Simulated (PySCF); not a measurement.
I+: ionisation energy

I+ [Kr] 4d10 5s2 5p4 (3P) → I(2+) [Kr] 4d10 5s2 5p3 (4S), as a difference of total energies. Computed with PySCF 2.14 in aug-cc-pVTZ-PP with ECP28MDF (6s5p4d2f, 55 functions), with a scalar-relativistic core potential. Correlated levels: valence: 4s2 4p6 4d10 frozen. The calculations carry no spin-orbit coupling.

```
           method  ionisation energy (eV)
              UHF                  17.661
    MP2 (valence)                  18.282
SCS-MP2 (valence)                  18.344
   CCSD (valence)                  18.411
CCSD(T) (valence)                  18.437
```

**Question.** How much does correlation contribute at CCSD(T) (valence)?

**Answer.** 18.437 − (17.661) = 0.776 eV, measured against UHF.

Errors of the correlated levels include the incompleteness of this basis and the frozen core.

For comparison: 18.750 eV (measured; NIST levels, between the centres of gravity of the two terms).
